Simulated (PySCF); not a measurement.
Vertical excitations of a molecule C5H9N from TDA-PBE/def2-SVPD in PySCF 2.14.0, as energy in eV (oscillator strength): 4.20 (0.000), 4.89 (0.015), 5.53 (0.011), 5.66 (0.003), 5.84 (0.122), 5.96 (0.007), 5.99 (0.002), 6.19 (0.144), 6.41 (0.009), 6.70 (0.027). Lowest triplet (TDA): 3.91 eV. Coordinates come from a ωB97X-D3(BJ)/def2-SVP optimisation. Other conformers were not sampled.

Q: Pick the molecule that these values belong to.
A) C=C1CN(C)C1
B) CC=C=CNC
C) CC#CCNC
D) CC(C)=C=CN

A: D, CC(C)=C=CN
